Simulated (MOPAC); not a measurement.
Job for MOPAC: PM3 on BrHZn (SMILES [ZnH][Br]), a point of a bond scan (R = 7.225 Å).

```
PM3 1SCF PRECISE CHARGE=0 THREADS=1
BrHZn

Zn    -0.00000000 1    -0.00000000 1    -1.17426818 1
H     -0.00000000 1    -0.00000000 1    -2.69787527 1
Br     0.00000000 1     0.00000000 1     6.05090273 1
```

Output:

```
*******************************************************************************
 **                                                                           **
 **                              MOPAC v23.2.5                                **
 **                                                                           **
 *******************************************************************************
 ** MOPAC's Digital Object Identifier: https://doi.org/10.5281/zenodo.6511958 **
 **                                                                           **
 ** Please cite the open-source release paper for use of this MOPAC version:  **
 ** J. E. Moussa and J. J. P. Stewart (2026)                                  **
 ** MOPAC: An open-source semiempirical molecular orbital program             **
 ** J. Open Source Softw., 11(119), 8025, https://doi.org/10.21105/joss.08025 **
 *******************************************************************************

                              PM3 CALCULATION RESULTS

 *******************************************************************************
 *  PM3        - The PM3 Hamiltonian to be used
 *
 *
 *
 *                 CHARGE ON SYSTEM = 0
 *
 *
 *
 *  PRECISE    - TIGHTER CRITERIA TO BE USED
 *  1SCF       - DO 1 SCF AND THEN STOP
 *  THREADS=1  - MULTI-THREADING NOT USED
 *  T=         - A TIME OF 172800.0 SECONDS REQUESTED
 *  DUMP=N     - RESTART FILE WRITTEN EVERY 7200.0 SECONDS REQUESTED
 *******************************************************************************
PM3 1SCF PRECISE CHARGE=0 THREADS=1
 BrHZn

   ATOM   CHEMICAL          X               Y               Z
  NUMBER   SYMBOL      (ANGSTROMS)     (ANGSTROMS)     (ANGSTROMS)

     1      Zn         -0.00000000  *  -0.00000000  *  -1.17426818  *
     2       H         -0.00000000  *  -0.00000000  *  -2.69787527  *
     3      Br          0.00000000  *   0.00000000  *   6.05090273  *



          CARTESIAN COORDINATES

    NO.       ATOM           X           Y           Z

     1        Zn         -0.0000     -0.0000     -1.1743
     2         H         -0.0000     -0.0000     -2.6979
     3        Br          0.0000      0.0000      6.0509

  H: (PM3): J. J. P. STEWART, J. COMP. CHEM. 10, 209 (1989).
 Zn: (PM3): J. J. P. STEWART, J. COMP. CHEM. 12, 320-341 (1991).
 Br: (PM3): J. J. P. STEWART, J. COMP. CHEM. 10, 209 (1989).

           Empirical Formula: H Zn Br  =     3 atoms



      MOLECULAR POINT GROUP   :   C*v


      RHF CALCULATION, NO. OF DOUBLY OCCUPIED LEVELS = 5



 ALL CONVERGERS ARE NOW FORCED ON
 SHIFT=10, PULAY ON, CAMP-KING ON
 AND ITERATION COUNTER RESET



 -------------------------------------------------------------------------------
 PM3 1SCF PRECISE CHARGE=0 THREADS=1
 BrHZn



     1SCF WAS SPECIFIED, SO BFGS WAS NOT USED
     SCF FIELD WAS ACHIEVED


                              PM3 CALCULATION
                                                       MOPAC v23.2.5 Linux




          FINAL HEAT OF FORMATION =        140.60458 KCAL/MOL =     588.28958 KJ/MOL


          COSMO AREA              =        100.29 SQUARE ANGSTROMS
          COSMO VOLUME            =         65.91 CUBIC ANGSTROMS

          IONIZATION POTENTIAL    =          7.389761 EV
          HOMO LUMO ENERGIES (EV) =         -7.390 -5.354
          NO. OF FILLED LEVELS    =          5
          MOLECULAR WEIGHT        =        146.2919         POINT GROUP:  C*v

          MOLECULAR DIMENSIONS (Angstroms)

            Atom       Atom       Distance
           Br     3    H     2     8.74878
           Br     3    H     2     0.00000
           Zn     1    H     2     0.00000


          SCF CALCULATIONS        =          1





   ATOM   CHEMICAL          X               Y               Z
  NUMBER   SYMBOL      (ANGSTROMS)     (ANGSTROMS)     (ANGSTROMS)

     1      Zn         -0.00000000  *  -0.00000000  *  -1.17426818  *
     2       H         -0.00000000  *  -0.00000000  *  -2.69787527  *
     3      Br          0.00000000  *   0.00000000  *   6.05090273  *

                             CARTESIAN COORDINATES

   1   Zn       -0.000000000    -0.000000000    -1.174268180
   2    H       -0.000000000    -0.000000000    -2.697875270
   3   Br        0.000000000     0.000000000     6.050902730


           Empirical Formula: H Zn Br  =     3 atoms



      MOLECULAR POINT GROUP   :   C*v


                  EIGENVALUES
 -15.52022 -14.58569  -8.76711  -8.74939  -7.38976  -5.35443   0.22536   0.22564
   3.53109


              NET ATOMIC CHARGES AND DIPOLE CONTRIBUTIONS

  ATOM NO.   TYPE          CHARGE      No. of ELECS.   s-Pop       p-Pop
    1         Zn           0.580160        1.4198     1.07822     0.34162
    2          H          -0.115431        1.1154     1.11543
    3         Br          -0.464729        7.4647     2.00000     5.46473
 DIPOLE           X         Y         Z       TOTAL
 POINT-CHG.     0.000     0.000   -15.283    15.283
 HYBRID        -0.000     0.000     1.787     1.787
 SUM           -0.000     0.000   -13.496    13.496


          ATOMIC ORBITAL ELECTRON POPULATIONS

     Atom    s        px        py        pz
    1 Zn   1.07822   0.00000   0.00000   0.34162
    2  H   1.11543
    3 Br   2.00000   1.73237   1.73237   1.99999

 **********************
 *                    *
 * JOB ENDED NORMALLY *
 *                    *
 **********************




 == MOPAC DONE ==
```

The run finished.

Cost: very roughly 0.05 core-seconds.
